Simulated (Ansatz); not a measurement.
`[F][Sn]([Cl])([Cl])[Cl]` and `[NH2][Sn]([Cl])([Cl])[Cl]` differ in one atom or group.

Ansatz, PBE0-D4/def2-TZVP geometries, multiplicity 1. Each molecule was computed in one conformer, which needn't be the lowest.

Elements past krypton have def2 core potentials.

| property | `[F][Sn]([Cl])([Cl])[Cl]` |
| --- | --- |
| LUMO energy (B3LYP/def2-TZVPP) / eV | -3.51 |
| size of the dipole moment (PBE/def2-TZVPP) / D | 1.07 |
| size of the dipole moment (ωB97M-V/def2-TZVPP) / D | 1.16 |
| HOMO–LUMO gap (B3LYP/def2-TZVPP) / eV | 6.13 |
| HOMO–LUMO gap (ωB97M-V/def2-TZVPP) / eV | 11.11 |
| ideal-gas entropy at 298 K and 1 bar (rigid rotor, harmonic PBE0-D4/def2-TZVP) / J/(mol·K) | 369 |

Give the same properties after the change, and the shifts. (Best estimate.)

The calculation gave: 
```csv
property,`[NH2][Sn]([Cl])([Cl])[Cl]`,shift
LUMO energy (B3LYP/def2-TZVPP) / eV,-2.69,0.82
size of the dipole moment (PBE/def2-TZVPP) / D,2.53,1.46
size of the dipole moment (ωB97M-V/def2-TZVPP) / D,2.51,1.35
HOMO–LUMO gap (B3LYP/def2-TZVPP) / eV,5.64,-0.49
HOMO–LUMO gap (ωB97M-V/def2-TZVPP) / eV,10.58,-0.53
"ideal-gas entropy at 298 K and 1 bar (rigid rotor, harmonic PBE0-D4/def2-TZVP) / J/(mol·K)",400,31
```

With PBE0 the HOMO rises by 1.35 eV and the LUMO rises by 0.82 eV, so the gap narrows by about 0.53 eV. PBE moves the HOMO by 1.32 eV and ωB97M-V by 1.29 eV. The zero-point energy changes by 61.1 kJ/mol with +6 modes. Dipoles are sizes alone; their direction can turn. Modes under 60 cm⁻¹, often nearly free rotors, make the harmonic entropy too high.

B3LYP here is the variant with VWN-RPA as its local correlation; programs differ in this.
